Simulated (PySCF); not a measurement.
# Radial density of Rh³⁶⁺ (rhodium, charge +36)

UHF, [He] 2s2 2p5, 2P determinant. All numbers are calculated (PySCF 2.14, scalar relativity by spin-free X2C-1e, in an even-tempered Gaussian basis (19 s from 13 bohr⁻², ratio 2.2; 12 p from 17 bohr⁻², ratio 2.2; 6 d from 75 bohr⁻², ratio 2.4; 5 f from 110 bohr⁻², ratio 2.4; 4 g from 170 bohr⁻², ratio 2.4)).

| r (bohr) | 4πr²ρ (e/bohr) | 4πr²(ρα − ρβ) |
| --- | --- | --- |
| 0.0317 | 50.33 | 1.6591 |
| 0.0534 | 41.25 | 4.9180 |
| 0.0898 | 54.23 | 8.0464 |
| 0.151 | 37.57 | 4.8623 |
| 0.254 | 4.725 | 0.5577 |
| 0.427 | 0.03421 | 0.0039 |

Densities and radii are taken from the X2C orbitals without a picture-change correction, which distorts them close to the nucleus.

Spin-orbit coupling, absent here, splits the open shell strongly.
